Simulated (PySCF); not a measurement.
# Excitation energy of Ge by level of theory

Ge [Ar] 3d10 4s2 4p2 (3P) → Ge [Ar] 3d10 4s1 4p2 5s1 (5P), as a difference of total energies. Computed with PySCF 2.14 in aug-cc-pVQZ-DK (8s7p5d3f2g, 93 functions), with scalar relativity by spin-free X2C-1e. Correlated levels: valence: [Ar] 3d10 frozen. The calculations carry no spin-orbit coupling.

| method | excitation energy (cm⁻¹) |
| --- | --- |
| UHF | 74101 |
| MP2 (valence) | 82650 |
| SCS-MP2 (valence) | 85401 |
| CCSD (valence) | 84186 |
| CCSD(T) (valence) | 84562 |

The upper state lies above the first ionisation limit, but in LS coupling its spin forbids autoionisation to the ground ion. A Rydberg-like electron needs more diffuse functions than a valence basis has.

The promoted electron is Rydberg-like, and one or two diffuse shells describe it only roughly, which tends to raise the upper state.
